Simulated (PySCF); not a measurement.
**Correlation energy of Fe (iron, neutral)**

[Ar] 3d6 4s2, high-spin 5D determinant. Computed with PySCF 2.14 in pcseg-2 (6s4p3d2f1g, 56 functions), with no relativity, point nucleus. Frozen: [Ar]; 8 electrons correlated.

MP2 pair energies summed by pair of shells (mhartree):

```csv
pair,energy,share (%)
3d-3d,-108.23,67.8
3d-4s,-30.51,19.1
4s-4s,-20.89,13.1
```

Total MP2 correlation energy: -159.63 mhartree.

Same-spin part -75.05 and opposite-spin part -84.58 mhartree; SCS-MP2 scales them by 1/3 and 6/5 to -126.52 mhartree.
